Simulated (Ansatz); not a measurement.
Species: H₄Cl₂Si₂, SMILES `[SiH3][SiH](Cl)Cl` (charge 0, multiplicity 1).

**Question.** Give a relaxed geometry from B3LYP-D3(BJ)/def2-TZVP run with Ansatz (an electronic-structure program).

**Answer.** the end point of this relaxation (outside a Z-matrix the atoms follow the SMILES, hydrogens last).
Z-matrix (Å, degrees):
```
Si
H 1 1.4754
Cl 1 2.0659 2 107.02
Cl 1 2.0659 2 107.02 3 -117.02
Si 1 2.3386 2 115.28 4 -121.49
H 5 1.4797 1 108.45 2 -180.00
H 5 1.4814 6 110.07 1 -119.48
H 5 1.4814 6 110.07 7 -121.05
```
